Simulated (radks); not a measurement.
Problem. Coulomb parameter of the 4f shell of the terbium ion Tb2+ in the model configuration [Xe] 4f7.5 6p1.5, as a second difference U = [E(n + 0.25) + E(n - 0.25) - 2 E(n)] / (0.25)^2 with all orbitals relaxed. "Bare": the charge of the atom changes with n. "Screened": the 6p shell takes up the change at fixed total charge, which measures U(4f,4f) + U(6p,6p) - 2 U(4f,6p). Calculated with a radial shooting solver on a logarithmic mesh with Libxc functionals: scalar-relativistic Kohn-Sham, SCAN, spin-unpolarised, spherical densities, finite nucleus; meta-GGA in the generalised Kohn-Sham scheme; Fermi nuclear charge, rms radius 5.06 fm. Estimate both.

Solution. U(bare) = 18.786 eV, U(screened by 6p) = 9.346 eV, against the Slater integral F0(4f,4f) = 31.353 eV with frozen orbitals.
